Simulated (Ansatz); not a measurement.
**Ligand exchange: Bi(CH3)2F + Al(CH3)F2 → Bi(CH3)F2 + Al(CH3)2F**

Species: Bi(CH3)2F, singlet; Al(CH3)F2, singlet; Bi(CH3)F2, singlet; Al(CH3)2F, singlet. The partners trade CH3 for F: Bi–CH3 and Al–F bonds give way to Bi–F and Al–CH3.

Shapes, held fixed at every level: PBE0-D4/def2-TZVP. Programs: Ansatz 0.2.0. Electronic energies: no zero-point or thermal term.

```
               level                    kind  ΔE (kJ/mol)  less CCSD(T)/def2-TZVPP  CPU time (sum over the molecules)
    SPW92/def2-TZVPP                     LDA        +95.0                    -23.0                               16 s
r2SCAN-D4/def2-TZVPP                meta-GGA        +97.2                    -20.8                               55 s
 B3LYP-D4/def2-TZVPP           global hybrid       +101.2                    -16.8                               47 s
  wB97M-V/def2-TZVPP  range-separated hybrid       +101.7                    -16.3                            2.1 min
   B2PLYP/def2-TZVPP           double hybrid       +106.4                    -11.6                               61 s
     CCSD/def2-TZVPP   coupled cluster or CI       +119.1                     +1.1                                  –
  CCSD(T)/def2-TZVPP   coupled cluster or CI       +118.0                      0.0                             25 min
```

The highest level, CCSD(T)/def2-TZVPP, gives ΔE = +118.0 kJ/mol; the levels span +95.0 to +119.1. The column of differences is taken from that level and isn't an error. No measured value is set beside it here. For atoms past krypton def2 sets carry core potentials with scalar relativity. Outer-core shells of Bi are correlated, in sets that cover them unevenly. Times are processor times on shared x86 and Arm servers, and rough.
